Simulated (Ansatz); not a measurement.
Mulliken charges of CHI$_{3}$, SMILES `IC(I)I` from ωB97M-V/def2-TZVPP in Ansatz (PBE0-D4/def2-TZVP geometry).

```json
{"atom": "I1", "x (Å)": "-0.690", "y (Å)": "1.378", "z (Å)": "1.420", "charge (e)": "0.058"}
{"atom": "C2", "x (Å)": "0.062", "y (Å)": "0.080", "z (Å)": "-0.091", "charge (e)": "-0.443"}
{"atom": "I3", "x (Å)": "1.554", "y (Å)": "-1.252", "z (Å)": "0.639", "charge (e)": "0.058"}
{"atom": "I4", "x (Å)": "-1.484", "y (Å)": "-0.924", "z (Å)": "-1.155", "charge (e)": "0.058"}
{"atom": "H5", "x (Å)": "0.558", "y (Å)": "0.718", "z (Å)": "-0.813", "charge (e)": "0.269"}
```

Q: By hand: the dipole of these point charges (1 e Å = 4.8032 D).

A: Σ q r = (0.087, 0.111, -0.126) e Å, of length 0.189 e Å = 0.91 D.

Q: How does the dipole of the full density compare? (Estimate.)

A: Computed: (0.055, 0.071, -0.080) e Å, 0.58 D; the point charges give 1.57 times that, at 0° from its direction.

Point charges leave out the atoms' own dipoles, such as those of lone pairs, and Mulliken's split depends on the basis, so the two needn't agree.
